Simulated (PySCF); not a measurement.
An unknown is described by computed data only.

Formula: C3HF7.

- Rotational structure: rotational constants A, B, C: 1.761, 1.181, 1.135 GHz [PBE0-D3(BJ)/def2-TZVP]
- NMR, other nuclei: isotropic shieldings of nuclei other than C and H, by class: 267 (3 F), 317 (2 F), 324 (2 F) ppm [GIAO B97-2/pcSseg-2]
- Dipole: 1.46 D [B97-2/pcSseg-2]
- 13C NMR: chemical shifts (computed TMS as zero) by class: 129.3 (1 C), 118.7 (1 C), 117.1 (1 C) ppm [GIAO B97-2/pcSseg-2]
- 1H NMR: chemical shifts (computed TMS as zero) by class: 5.89 (1 H) ppm [GIAO B97-2/pcSseg-2]

Electronic properties: PySCF, gas phase, density fitting. Levels stand in brackets. The structure is a single PBE0-D3(BJ)/def2-TZVP conformer in the gas phase; no vibrational or solvent corrections. Each NMR value is the plain mean over a class of atoms that symmetry, rotation or inversion makes alike.

Question: Give a SMILES that accounts for the data.

Answer: Numbering: `[F:1][CH:2]([F:3])[C:4]([F:5])([F:6])[C:7]([F:8])([F:9])[F:10]`. Its formula, C3HF7, gives 0 degrees of unsaturation, so no ring and no π bond. 3 carbons fall into 3 classes; from least to most shielded: CF3 carbon [C7] (129.3 ppm), CHF2 carbon [C2] (118.7 ppm), CF2 carbon [C4] (117.1 ppm). The one hydrogen (5.89 ppm): methine hydrogen. The other shieldings belong to: 267 ppm, fluorine of a CF3 group [F8/F9/F10]; 317 ppm, fluorine of a CF2 group [F5/F6]; 324 ppm, fluorine of a CF2 group [F1/F3]. The optimised geometry has point group Cs and is an asymmetric top. Structure: `FC(F)C(F)(F)C(F)(F)F`. The assignments are read from this structure; whether some other isomer fits the data as well wasn't checked.

Conformer computed: `[F:1][CH:2]([F:3])[C:4]([F:5])([F:6])[C:7]([F:8])([F:9])[F:10]`: F1–C2–C4–F5 62°, C2–C4–C7–F8 -60°.
